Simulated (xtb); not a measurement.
F3H3O2Zr, SMILES [OH][Zr](<-[OH2])([F])([F])[F], multiplicity 1. All values are semi-empirical tight-binding results from xtb (GFN2-xTB unless named), good for trends rather than for accurate numbers. Geometry optimised at GFN2-xTB. The multiplicity is an assumed one; no other spin state was optimised. The structure was generated by enumeration; whether it is a known compound was not checked. One conformer was computed; it need not be the lowest.

For metal compounds this method's bond lengths and energies can be far off.

Computed properties:
```
Property                                      Result
-------------------------------------  -------------
orbital gap                                  4.82 eV
zero-point energy                      24.0 kcal/mol
G − E(el) at 298.15 K (modified RRHO)   1.1 kcal/mol
```
